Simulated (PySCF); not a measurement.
# Correlation energy of F+ (fluorine, charge +1)

[He] 2s2 2p4, high-spin 3P determinant. All numbers are calculated (PySCF 2.14, the non-relativistic Hamiltonian (point nucleus), in cc-pVTZ). Frozen: 1s2; 6 electrons correlated.

MP2 pair energies summed by pair of shells (mhartree):

| pair | energy | share (%) |
| --- | --- | --- |
| 2p-2p | -67.44 | 47.1 |
| 2s-2p | -65.87 | 46.0 |
| 2s-2s | -9.92 | 6.9 |

Total MP2 correlation energy: -143.23 mhartree.

Same-spin part -35.04 and opposite-spin part -108.20 mhartree; SCS-MP2 scales them by 1/3 and 6/5 to -141.51 mhartree.

```json
{"level": "CCSD", "correlation energy (mhartree)": "-158.49"}
{"level": "(T)", "correlation energy (mhartree)": "-2.05"}
{"level": "CCSD(T)", "correlation energy (mhartree)": "-160.54"}
```

Diagnostics: T1 = 0.0039, D1 = 0.0078, largest double amplitude 0.031.

Cost of the coupled-cluster step: 0.31 s of wall time on 1 thread of Neoverse-V2 (shared host), for 6 correlated electrons.
